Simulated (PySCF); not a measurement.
# Computed vibrations of [WOCl3]+

[WOCl3]+ (singlet). PySCF 2.14.0, RKS PBE0, W def2-SVP with ECP60, O def2-SVP, Cl def2-SVP; non-relativistic Hamiltonian with scalar-relativistic core potentials where named; density fitting; no spin-orbit coupling. Central differences of gradients.

```xyz
5

W     0.2139    0.0000    0.0000
O     1.8859    0.0000    0.0000
Cl    0.0734    2.2471    0.0000
Cl   -2.1344    0.0000    0.0000
Cl    0.0734   -2.2471    0.0000
```

Run from Python with OMP_NUM_THREADS=2. Where DIIS fails, smearing, a level shift and second-order steps follow.
It took 110 s on 2 threads of Intel(R) Xeon(R) Platinum 8259CL CPU @ 2.50GHz (Skylake/Cascade Lake), on a shared host.

Q: What are the harmonic wavenumbers and infrared intensities?

A: Modes are labelled in C2v; negative numbers are unstable modes, those under 60 cm⁻¹ near the noise; a finer grid moves soft modes by up to 10 cm⁻¹.
```json
{"cm⁻¹": "-280", "km/mol": "–", "symmetry": "b1"}
{"cm⁻¹": "-120", "km/mol": "–", "symmetry": "b1"}
{"cm⁻¹": "161", "km/mol": "8.0", "symmetry": "b2"}
{"cm⁻¹": "163", "km/mol": "2.4", "symmetry": "a1"}
{"cm⁻¹": "285", "km/mol": "12.5", "symmetry": "b2"}
{"cm⁻¹": "351", "km/mol": "23.9", "symmetry": "a1"}
{"cm⁻¹": "421", "km/mol": "3.8", "symmetry": "a1"}
{"cm⁻¹": "428", "km/mol": "92.0", "symmetry": "b2"}
{"cm⁻¹": "1053", "km/mol": "113.1", "symmetry": "a1"}
```

Q: Is this a minimum?

A: No: 2 unstable; the lowest moves the atoms so:
```
W    0.00  0.00 -0.08
O    0.00  0.00  0.92
Cl   0.00  0.00 -0.15
Cl   0.00  0.00  0.32
Cl   0.00  0.00 -0.15
```
